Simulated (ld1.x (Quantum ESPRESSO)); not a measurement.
## Logarithmic derivatives: Cs (Z = 55), TM

* Element: caesium (Cs)
* Generator: ld1.x (Quantum ESPRESSO) 7.5
* Type: norm-conserving Troullier–Martins (Kleinman–Bylander form)
* Functional: PBEsol
* Relativity: scalar-relativistic
* Frozen core: [Xe]
* Valence charge: 1
* Reference configuration: 5d0 6s1 6p0
* Partial waves: 6s (bound): rc 3.60 bohr; 6p (bound, empty): rc 4.00 bohr; 5d (bound, empty): rc 4.20 bohr
* Local potential: the d channel
* Core correction: Bessel-smoothed model core, default radius (core density twice the valence density)

The phase is arctan(r·u′/u) with u = r·R(r), unwrapped; energies in Ry, scanned from -2 to 5 Ry. A pole is an energy at which the radial function vanishes at the test radius. The pseudo phase is shifted by a multiple of π to meet the all-electron one at the reference energy, and phase errors are pseudo minus all-electron; the curves can meet again beyond the range given. Levels narrower than the energy grid can be missing from the lists of poles. n/a: not evaluated, since a narrow level or a reset projector energy made the automatic matching unsafe.

Problem. For each channel, where are the poles, and over which energies does the pseudopotential scatter like the atom?

Solution.

| channel | radius (bohr) | reference energy (Ry) | poles, all-electron | poles, pseudo | unbroken range about the reference energy with phases within 0.05 rad | phase error 1 Ry above the reference energy (rad) |
| --- | --- | --- | --- | --- | --- | --- |
| s | 4.53 | -0.15 | 0.70, 3.84 | 0.71, 2.79 | n/a | n/a |
| p | 4.53 | -0.05 | -0.97, 1.29, 4.59 | 1.94, 4.40 | -0.7 to 0.0 | +0.163 |
| d | 4.53 | -0.03 | 0.31, 2.46 | 0.31, 2.48 | below 1.0 | +0.040 |

Note: ghost state, extra bound levels that the all-electron valence spectrum of the same l lacks: s at -7.5 eV. A true bound ghost makes a file unfit for plane-wave use.

Phases in the d channel:

```csv
E (Ry),all-electron,pseudo
-2.00,1.414,1.414
-1.76,1.403,1.404
-1.52,1.390,1.391
-1.28,1.373,1.374
-1.04,1.351,1.351
-0.80,1.317,1.317
-0.56,1.259,1.260
-0.32,1.127,1.127
-0.08,0.412,0.413
0.16,-1.371,-1.370
0.40,-1.642,-1.639
0.64,-1.784,-1.776
0.88,-1.982,-1.960
1.12,-2.623,-2.505
1.36,-4.030,-3.933
1.60,-4.437,-4.410
1.84,-4.572,-4.560
2.08,-4.643,-4.636
2.32,-4.690,-4.685
2.56,-4.728,-4.724
2.80,-4.763,-4.760
3.04,-4.801,-4.800
3.28,-4.851,-4.852
3.52,-4.931,-4.940
3.76,-5.114,-5.164
4.00,-5.923,-6.308
4.24,-7.304,-7.426
4.48,-7.601,-7.643
4.72,-7.702,-7.727
4.96,-7.756,-7.773
```
